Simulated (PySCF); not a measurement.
# Dipole response of Se(2+) (selenium, charge +2)

[Ar] 3d10 4s2 4p2, high-spin 3P determinant. All numbers are calculated (PySCF 2.14, a scalar-relativistic core potential, in aug-cc-pVQZ-PP with one added diffuse shell each of s, p, d, f, g type with ECP10MDF (8s7p6d4f3g, 114 functions)). Coupled (time-dependent) response in atomic units; α is the mean over directions.

```tsv
method	mean α (bohr³)	α xx, yy, zz	C₆ (like pair)	S(−4)
UHF	9.574	9.606, 9.558, 9.558	44.51	25.76
PBE	9.353	9.202, 9.428, 9.428	43.22	23.78
PBE0	9.353	9.274, 9.392, 9.392	43.23	23.77
```

S(−4) is the Cauchy moment in α(ω) = α(0) + S(−4) ω² + …

Spin-orbit coupling is absent.

α(iu) at UHF:

| u (hartree) | α(iu) (bohr³) |
| --- | --- |
| 0 | 9.574 |
| 0.0500 | 9.510 |
| 0.100 | 9.324 |
| 0.200 | 8.659 |
| 0.300 | 7.758 |
| 0.500 | 5.875 |
| 0.750 | 4.052 |
| 1.00 | 2.874 |
| 1.50 | 1.635 |
| 2.00 | 1.063 |
| 3.00 | 0.5723 |
| 5.00 | 0.2581 |

A single London oscillator, α(iu) = α/(1 + u²/ω²), gives C₆ = (3/4) ω α². Matching the computed C₆ needs ω = 4 × 44.51 / (3 × 9.574²) = 0.647 hartree.

For an ion, C₆ is the dispersion term alone; charge-induced terms of lower order in 1/R come first.

The components differ because the open shell of this determinant is not spherical; for a pure term their mean is the scalar polarisability.

Energies and moments cover only the electrons outside the core potential.
